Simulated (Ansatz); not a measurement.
CNS, SMILES `N#C[S+]` (lower triplet) (charge 1, multiplicity 3). The linear singlet lies higher and needs more than one determinant, so no gap is given.

Cartesian coordinates (Å):
```xyz
3

N     -1.3294    -0.0014     0.0000
C     -0.1260     0.0015     0.0000
S      1.4555    -0.0002     0.0000
```
Charge +1, spin multiplicity 3.

Frozen-core energies in 6-31g from Ansatz (a first-principles code) at a geometry from B3LYP-D3(BJ)/def2-TZVP; the HF reference has <S^2> = 2.45 and the T1 diagnostic is 0.052.

| level | energy (Ha) | difference from CCSDTQ (mHa) |
|---|---|---|
| HF | -489.36815 | 232.42 |
| MP2 | -489.54842 | 52.16 |
| CCSD | -489.58958 | 10.99 |
| CCSD(T) | -489.59786 | 2.72 |
| CCSDT | -489.59932 | 1.25 |
| CCSDT(Q) | -489.60060 | -0.02 |
| CCSDTQ | -489.60058 | 0.00 |
